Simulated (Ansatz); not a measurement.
```yaml
crystal:
  periodic: [false, false, false]
  atoms:
    - {symbol: Si, position_ang: [-0.523353, 1.426629, -0.963151]}
    - {symbol: O, position_ang: [0.050810, 0.277864, 0.103058]}
    - {symbol: Si, position_ang: [0.303114, 0.289720, 1.753459]}
    - {symbol: In, position_ang: [0.272439, -1.981576, -0.909791]}
    - {symbol: H, position_ang: [-1.988889, 1.273698, -1.109729]}
    - {symbol: H, position_ang: [-0.204112, 2.764349, -0.404115]}
    - {symbol: H, position_ang: [0.165515, 1.215243, -2.254250]}
    - {symbol: H, position_ang: [-0.866249, -0.311064, 2.433857]}
    - {symbol: H, position_ang: [0.465225, 1.705215, 2.172042]}
    - {symbol: H, position_ang: [1.533653, -0.483866, 2.024430]}
    - {symbol: H, position_ang: [-1.027461, -1.661311, -2.008106]}
    - {symbol: H, position_ang: [-0.067944, -2.725264, 0.616918]}
    - {symbol: H, position_ang: [1.907652, -1.824435, -1.439820]}
basis:
  gaussian: {orbitals: def2-TZVP}
hamiltonian: {xc: {name: HF}}
correlation: {method: mp2, frozen_orbitals: {Si: 0}}
```

```sh
$ ansatz run in.yaml --threads 4 --pin off --events-out ev --progress --plain --max-ram 10444MiB
```

Shortened log:

```
Functional definition: HF
Error: "frozen_orbitals" has no count for O
```

Q: Something in this input is off. What?

A: Frozen orbitals are typed for one element alone, and the program wants a count for each. The input was rejected before any iteration.
